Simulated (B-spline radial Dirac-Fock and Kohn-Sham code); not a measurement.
## Auger decay of the 4p3/2 hole in Ho⁷⁺

System: holmium as Ho⁷⁺, [Kr] 4d10 4f9 5s2 5p3.

The computed values come from a radial atomic solver: one-electron (LDA, Dirac) transition rates at Dirac-Fock energies. Kinetic energies are configuration averages from the vacuum level; the two-hole energies are estimated from single-hole states.

```
transition  kinetic energy (eV)  width (meV)  share (%)
   N3-N5N6                 1.15         1660       36.1
   N3-N5N7                 3.04         1760       38.3
   N3-N5O3                 5.79          575       12.5
   N3-N6O1                138.3         31.4        0.7
   N3-N7O1                139.4         67.5        1.5
   N3-O1O3                139.7         17.1        0.4
   N3-N7O2                165.4         32.0        0.7
   N3-N6N7                168.6          106        2.3
   N3-N7N7                169.8         43.6        0.9
   N3-N6O3                171.6          123        2.7
   N3-N7O3                172.8          151        3.3
```

Coster-Kronig rates are the weakest part of this model and often come out 1.5 to 2.5 times too large. Super-Coster-Kronig decay this fast strains the one-particle picture, and such widths tend to come out too large. Channels within a few eV of threshold rest on estimated energies and may be closed in reality. The listed channels hold 99 % of the non-radiative rate. Summed by principal shells, of 4.60 eV in all: NNN 77.7 %, NNO 21.5 %, NOO 0.8 %.
